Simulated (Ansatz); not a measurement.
Input and output for `C[O][Ag-][P+](F)(F)F`.

```yaml
crystal:
  periodic: [false, false, false]
  atoms:
    - {symbol: C, position_ang: [0.675269, -1.688297, 1.840649]}
    - {symbol: O, position_ang: [0.960149, -1.380263, 0.516548]}
    - {symbol: Ag, position_ang: [0.165387, 0.068652, -0.542509]}
    - {symbol: P, position_ang: [-0.686171, 1.692371, -1.823207]}
    - {symbol: F, position_ang: [0.270706, 2.742770, -2.439788]}
    - {symbol: F, position_ang: [-1.711869, 2.640674, -1.156531]}
    - {symbol: F, position_ang: [-1.483286, 1.306598, -3.094021]}
    - {symbol: H, position_ang: [1.282590, -2.550248, 2.153375]}
    - {symbol: H, position_ang: [-0.378493, -1.965049, 2.006779]}
    - {symbol: H, position_ang: [0.905718, -0.867208, 2.538716]}
basis:
  gaussian: {orbitals: def2-mTZVP}
magnetization: {spin_polarized: true, initial_magnetization: 0}
hamiltonian: {xc: {name: B2GP-PLYP}}
accuracy: high
```

```sh
$ ansatz run in.yaml --threads 2 --pin off --events-out ev --progress --plain --max-ram 32768MiB --backend cpu
```

It prints (some lines left out):

```
Functional definition: B2GP-PLYP
3360 factors; integrals over basis functions are off by at most 8.6e-8 eV
mean field evaluation 1: about -24531.9504 eV, gradient 4.9e1 eV
mean field evaluation 2: about -24532.1020 eV, gradient 4.9e1 eV
mean field evaluation 4: about -24539.9926 eV, gradient 1.7e1 eV
mean field evaluation 8: about -24541.0180 eV, gradient 9.7e-1 eV
mean field evaluation 16: about -24541.0231 eV, gradient 5.3e-4 eV
mean field -24541.02314353 eV, -901.8659660216 hartree, gradient 7.7e-8 eV, S^2 0.000000; 2 other end points of the search recorded, 0 dependent functions left out
10 core orbitals not correlated: weight in the atoms' cores, before any rotation towards them, 1.000 or more for the frozen orbitals, at most 0.000 for the correlated occupied ones
reference -24541.02316716 eV, -901.8659668900 hartree; 29, 29 occupied and 125, 125 virtual orbitals, 3360 factors
second order -40.35939288 eV of doubles, -0.00000000 eV of singles
Total energy: -24555.55254859 eV, -902.3999118095 hartree
```

It took 38 s on 2 threads of an AMD EPYC 7R13 on a shared host, with 1.3 GiB of host memory at the peak.
